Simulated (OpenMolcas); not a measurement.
# Multiconfigurational calculation on As

Input:

```
&GATEWAY
Coord
1

As 0.0 0.0 0.0
Basis=ANO-R3
Group=XYZ
NoMove
AngMom=0.0 0.0 0.0
AMFI
&SEWARD
* reference wave functions (RASSCF and RASSI steps not shown): 3 electrons in 9 orbitals (RAS2 4p; RAS3 4d 5s, at most 1 electron)
>>> COPY JOB001 $Project.JobIph
&CASPT2
Multistate=1 1
Frozen=3 6
IPEA=0.25
Imaginary=0.3
MaxIter=60
WThr=0.0 0.3 0.05
PrWF=0.5
NoMix
>>> COPY JOB002 $Project.JobIph
&CASPT2
Multistate=8 1 2 3 4 5 6 7 8
Frozen=3 6
IPEA=0.25
Imaginary=0.3
MaxIter=60
WThr=0.0 0.3 0.05
PrWF=0.5
NoMix
>>> COPY JOB003 $Project.JobIph
&CASPT2
Multistate=3 1 2 3
Frozen=3 6
IPEA=0.25
Imaginary=0.3
MaxIter=60
WThr=0.0 0.3 0.05
PrWF=0.5
NoMix
...
```

Launched by
```bash
OMP_NUM_THREADS=1 MOLCAS_MEM=1689 MOLCAS_PROJECT=a pymolcas a.inp > a.log  # once for each step of the input, in one work folder
```

Output, cut to the results:

```
--- CASPT2 ---
Orbital specifications:
      -----------------------

      Symmetry species                           1   2
                                                ag  au
      Frozen orbitals                            3   6
      Inactive orbitals                          6   0
      Active orbitals                            6   3
      Secondary orbitals                        35  30
      Deleted orbitals                           0   0
      Number of basis functions                 50  39
Type of calculation                        SS-CASPT2
      Fock operator                              state-specific
      IPEA shift                                 0.25
      Real shift                                 0.00
      Imaginary shift                            0.30
      The input orbitals will be transformed to quasi-canonical
Reference energy:       -2259.0836635217
      E2 (Non-variational):      -0.5613479623
      Shift correction:          -0.0013771306
      E2 (Variational):          -0.5627250929
      Total energy:           -2259.6463886146
      Residual norm:              0.0000009415
      Reference weight:           0.94004
      Contributions to the CASPT2 correlation energy
      Active & Virtual Only:         -0.0050040722
      One Inactive Excited:          -0.0879981129
      Two Inactive Excited:          -0.4683457772
::    CASPT2 Root  1     Total energy:  -2259.64638861
--- CASPT2 ---
Orbital specifications:
      -----------------------

      Symmetry species                           1   2
                                                ag  au
      Frozen orbitals                            3   6
      Inactive orbitals                          6   0
      Active orbitals                            6   3
      Secondary orbitals                        35  30
      Deleted orbitals                           0   0
      Number of basis functions                 50  39
Type of calculation                        MS-CASPT2
      Fock operator                              state-specific
      IPEA shift                                 0.25
      Real shift                                 0.00
      Imaginary shift                            0.30
      The input orbitals will be transformed to quasi-canonical
Reference energy:       -2259.0170273935
      E2 (Non-variational):      -0.5734445741
      Shift correction:          -0.0018337615
      E2 (Variational):          -0.5752783355
      Total energy:           -2259.5923057290
      Residual norm:              0.0000002406
      Reference weight:           0.93300
      Contributions to the CASPT2 correlation energy
      Active & Virtual Only:         -0.0144557309
      One Inactive Excited:          -0.0893788109
      Two Inactive Excited:          -0.4696100323
Reference energy:       -2259.0170273935
      E2 (Non-variational):      -0.5740446014
      Shift correction:          -0.0018556932
      E2 (Variational):          -0.5759002946
      Total energy:           -2259.5929276880
      Residual norm:              0.0000002412
      Reference weight:           0.93257
      Contributions to the CASPT2 correlation energy
      Active & Virtual Only:         -0.0144897041
      One Inactive Excited:          -0.0899447103
      Two Inactive Excited:          -0.4696101870
::    CASPT2 Root  1     Total energy:  -2259.59230573
::    CASPT2 Root  2     Total energy:  -2259.59292769
::    CASPT2 Root  3     Total energy:  -2259.59310029
::    CASPT2 Root  4     Total energy:  -2259.59303409
::    CASPT2 Root  5     Total energy:  -2259.59314389
::    CASPT2 Root  6     Total energy:  -2259.54715968
::    CASPT2 Root  7     Total energy:  -2259.54710050
::    CASPT2 Root  8     Total energy:  -2259.54718470
::    MS-CASPT2 Root  1     Total energy:  -2259.59334097
::    MS-CASPT2 Root  2     Total energy:  -2259.59314901
::    MS-CASPT2 Root  3     Total energy:  -2259.59310666
::    MS-CASPT2 Root  4     Total energy:  -2259.59303156
::    MS-CASPT2 Root  5     Total energy:  -2259.59188413
::    MS-CASPT2 Root  6     Total energy:  -2259.54719331
::    MS-CASPT2 Root  7     Total energy:  -2259.54715065
::    MS-CASPT2 Root  8     Total energy:  -2259.54710028
--- CASPT2 ---
Orbital specifications:
      -----------------------

      Symmetry species                           1   2
                                                ag  au
      Frozen orbitals                            3   6
      Inactive orbitals                          6   0
      Active orbitals                            6   3
      Secondary orbitals                        35  30
      Deleted orbitals                           0   0
      Number of basis functions                 50  39
Type of calculation                        MS-CASPT2
      Fock operator                              state-specific
      IPEA shift                                 0.25
      Real shift                                 0.00
      Imaginary shift                            0.30
      The input orbitals will be transformed to quasi-canonical
Reference energy:       -2258.8410483394
      E2 (Non-variational):      -0.5632799189
      Shift correction:          -0.0019596868
      E2 (Variational):          -0.5652396057
      Total energy:           -2259.4062879451
      Residual norm:              0.0000003051
      Reference weight:           0.93481
      Contributions to the CASPT2 correlation energy
      Active & Virtual Only:         -0.0078873790
      One Inactive Excited:          -0.0753544353
      Two Inactive Excited:          -0.4800381047
Reference energy:       -2258.8410483394
      E2 (Non-variational):      -0.5632565308
      Shift correction:          -0.0019560946
      E2 (Variational):          -0.5652126254
      Total energy:           -2259.4062609648
      Residual norm:              0.0000003047
      Reference weight:           0.93485
      Contributions to the CASPT2 correlation energy
...
```

Levels above the lowest, from the spin-orbit matrix with the single-state CASPT2 energies, averaged by term, on its diagonal:

```tsv
Configuration	Term	J	E (cm⁻¹)	Measured (cm⁻¹)	Term weight %
4s² 4p³	⁴S°	3/2	0.0	0.0	100
4s² 4p³	²D°	3/2	11630	10593	98
4s² 4p³	²D°	5/2	11810	10915	100
4s² 4p³	²P°	1/2	21850	18186	100
4s² 4p³	²P°	3/2	22090	18648	98
4s² 4p² 5s	⁴P	1/2	51550	50694	99
4s² 4p² 5s	⁴P	3/2	52210	51610	98
4s² 4p² 5s	⁴P	5/2	53350	52898	99
4s² 4p² 5s	²P	1/2	54670	53136	99
4s² 4p² 5s	²P	3/2	55970	54605	96
4s² 4p² 5s	²D	5/2	61690	60815	99
4s² 4p² 5s	²D	3/2	61740	60835	97
```

Against the 11 measured excited levels shown (NIST Handbook of Basic Atomic Spectroscopic Data) the mean absolute deviation is 1400 cm-1; the largest miss in energy is 4s² 4p³ ²P°_1/2: computed 21850, measured 18186 cm⁻¹ (+20.1 %).

CASPT2 breaks the degeneracy within a term, and the mean is taken; among the terms shown or strongly mixed into the levels shown the widest spread is 180 cm-1 (4s² 4p³ ²D°). ANO sets are built for valence states and can reach diffuse excited orbitals poorly, and with the s shell closed the s pⁿ⁺¹ terms that mix with these levels are absent. With the s shell closed, the reference lacks s² → p² mixing. Some terms miss by over 15 % even with CASPT2, which points to a basis or an active space too small for the shells correlated. Measured partners are found by configuration, term and J. A level has none where our copy of the source lacks it or the pairing is in doubt (some pairs that miss far off the trend of their configuration count as doubtful), and it then counts in no deviation. Only configurations of the active space appear. The first state left out of the spin-orbit step lies near 80000 cm-1 above the lowest spin-free state of the reference (among the parities and spins computed), and the list stops at four fifths of that energy or lower.

The term weight is that of the spin-free term in the level, not the purity of its configuration. ° marks odd parity.
